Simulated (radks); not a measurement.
The numbers below are computed, except where a source is named.
Effect of the nuclear size on neutral europium, [Xe] 4f7 6s2. Code: a radial shooting solver on a logarithmic mesh with Libxc functionals. Model: Dirac Kohn-Sham, PBE, spin-unpolarised, spherical densities, finite nucleus; open shells fill j = l - 1/2 first; Fermi nuclear charge, rms radius 5.1115 fm. The rms radius is varied about that value; shifts are against it.

rms radius (fm),total energy shift (eV),density at nucleus (e/bohr^3),1s1/2 shift (meV),2s1/2 shift (meV),5s1/2 shift (meV),5p1/2 shift (meV),6s1/2 shift (meV),4f7/2 shift (meV),6p1/2 (empty) shift (meV)
4.5135,-4.14,5.972e+05,-1710,-218,-1.59,0.214,-0.063,0.333,0.067
4.8406,-1.92,5.87e+05,-794,-101,-0.740,0.099,-0.029,0.155,0.031
5.1115,0,5.792e+05,0.000,0.000,0.000,0.000,0.000,0.000,0.000
5.3824,2.00,5.719e+05,826,106,0.770,-0.103,0.031,-0.161,-0.033
6.0367,7.16,5.559e+05,2950,377,2.75,-0.369,0.109,-0.575,-0.117

Slopes of the eigenvalues against <r^2> in GHz/fm^2, as finite differences over the two radii next to the reference (eigenvalue slopes, not the field-shift constants of lines): 1s1/2 70700, 2s1/2 9030, 5s1/2 65.9, 5p1/2 -8.84, 6s1/2 2.61, 4f7/2 -13.8, 6p1/2 (empty) -2.79.
